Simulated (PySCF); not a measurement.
## PySCF run on ZnH

The script input.py:

```python
from pyscf import gto, scf
from pyscf.prop.polarizability import uhf as pol

mol = gto.M(
    atom='Zn 0 0 0; H 0 0 1.51',
    basis='def2-svpd',
    charge=0,
    spin=1,
    symmetry=True,
    verbose=4,
)
mf = scf.UHF(mol)
mf = mf.density_fit(auxbasis='def2-universal-jkfit')
mf.kernel()
print('polarizability (a.u.)')
print(pol.Polarizability(mf).polarizability().round(4))
mf.dip_moment()
print('orbital energies (hartree):', [e[max(0, n-3):n+3].round(4) for e, n in zip(mf.mo_energy, mol.nelec)])
```

```bash
$ OMP_NUM_THREADS=1 python input.py
```

Output (some set-up lines and the per-cycle HOMO/LUMO lines with their warnings removed):

```
PySCF version 2.14.0

[INPUT] Symbol           X                Y                Z      unit          X                Y                Z       unit  Magmom
[INPUT]  1 Zn     0.000000000000   0.000000000000   0.000000000000 AA    0.000000000000   0.000000000000   0.000000000000 Bohr   0.0
[INPUT]  2 H      0.000000000000   0.000000000000   1.510000000000 AA    0.000000000000   0.000000000000   2.853486448093 Bohr   0.0

nuclear repulsion = 10.5134545215894
point group symmetry = Coov
symmetry origin: [0.         0.         0.09204795]
symmetry axis x: [1. 0. 0.]
symmetry axis y: [0. 1. 0.]
symmetry axis z: [0. 0. 1.]
num. orbitals of irrep A1 = 16
num. orbitals of irrep E1x = 9
num. orbitals of irrep E1y = 9
num. orbitals of irrep E2x = 3
num. orbitals of irrep E2y = 3
num. orbitals of irrep E3x = 1
num. orbitals of irrep E3y = 1
number of shells = 16
number of NR pGTOs = 86
number of NR cGTOs = 42
basis = def2-svpd
ecp = {}

******** <class 'pyscf.df.df_jk.DFSymAdaptedUHF'> ********
method = DFSymAdaptedUHF
initial guess = minao
damping factor = 0
level_shift factor = 0
DIIS = <class 'pyscf.scf.diis.CDIIS'>
SCF conv_tol = 1e-09
SCF max_cycles = 50
number electrons alpha = 16  beta = 15
Freeze 0 electrons in irreps []
    31 free electrons in irreps A1 E1x E1y E2x E2y E3x E3y
******** <class 'pyscf.df.df.DF'> ********
auxbasis = def2-universal-jkfit
init E= -1777.64626848535

cycle= 1 E= -1778.07260958699  delta_E= -0.426  |g|= 0.0871  |ddm|= 0.96
cycle= 2 E= -1778.08699142611  delta_E= -0.0144  |g|= 0.04  |ddm|= 0.22
cycle= 3 E= -1778.09112856244  delta_E= -0.00414  |g|= 0.0217  |ddm|= 0.171
cycle= 4 E= -1778.09168881001  delta_E= -0.00056  |g|= 0.00857  |ddm|= 0.0513
cycle= 5 E= -1778.09192785318  delta_E= -0.000239  |g|= 0.00489  |ddm|= 0.0388
cycle= 6 E= -1778.09203379704  delta_E= -0.000106  |g|= 0.00152  |ddm|= 0.0313
cycle= 7 E= -1778.09204247018  delta_E= -8.67e-06  |g|= 0.000425  |ddm|= 0.0085
cycle= 8 E= -1778.09204284118  delta_E= -3.71e-07  |g|= 0.000109  |ddm|= 0.00147
cycle= 9 E= -1778.09204287082  delta_E= -2.96e-08  |g|= 2.01e-05  |ddm|= 0.000638
cycle= 10 E= -1778.09204287198  delta_E= -1.16e-09  |g|= 4.77e-06  |ddm|= 0.000144
cycle= 11 E= -1778.09204287203  delta_E= -5e-11  |g|= 1.01e-06  |ddm|= 2.85e-05
Extra cycle  E= -1778.09204287203  delta_E= -1.82e-12  |g|= 4.73e-07  |ddm|= 2.98e-06
converged SCF energy = -1778.09204287203  <S^2> = 0.75967756  2S+1 = 2.0096543
polarizability (a.u.)
Isotropic polarizability 40.217668386
Polarizability anisotropy 8.2807080501
[[42.9779 -0.     -0.    ]
 [-0.     42.9779 -0.    ]
 [-0.     -0.     34.6972]]
Dipole moment(X, Y, Z, Debye):  0.00000,  0.00000, -0.57961
orbital energies (hartree): [array([-0.804 , -0.4668, -0.2737,  0.0383,  0.0383,  0.1258]), array([-0.8032, -0.8032, -0.4142,  0.0337,  0.0595,  0.0595])]
```

In short: E(SCF) = -1778.092043 Eh, 11 cycles, ⟨S²⟩ = 0.760, μz(SCF) = -0.58 D, α(xx, yy, zz) = 43.0, 43.0, 34.7 bohr³.

Run time: 1.6 s on 1 thread of Arm Neoverse V2 (shared host).

The bond length is a typed value, not an optimised one. No search for the lowest solution was made.
